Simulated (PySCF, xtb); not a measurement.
Si(H)(F)2(OH) (F2H2OSi), SMILES O[SiH](F)F. Other conformers were not sampled.

Harmonic wavenumbers (cm⁻¹) from GFN2-xTB in xtb 6.7.1 at its own minimum, in rising order: 170, 239, 273, 304, 616, 630, 753, 823, 881, 1000, 2568, 3638.

Question: What does PySCF 2.14.0 with PBE0-D3(BJ)/def2-SVP give at its own minimum? (The exact figures need the calculation; the answer reports its results.)

Answer: 190, 306, 339, 386, 750, 829, 837, 885, 976, 1009, 2386, 3937. Paired by order, the mean absolute difference is 108 cm⁻¹ and the zero-point energies are 17.0 and 18.3 kcal/mol.
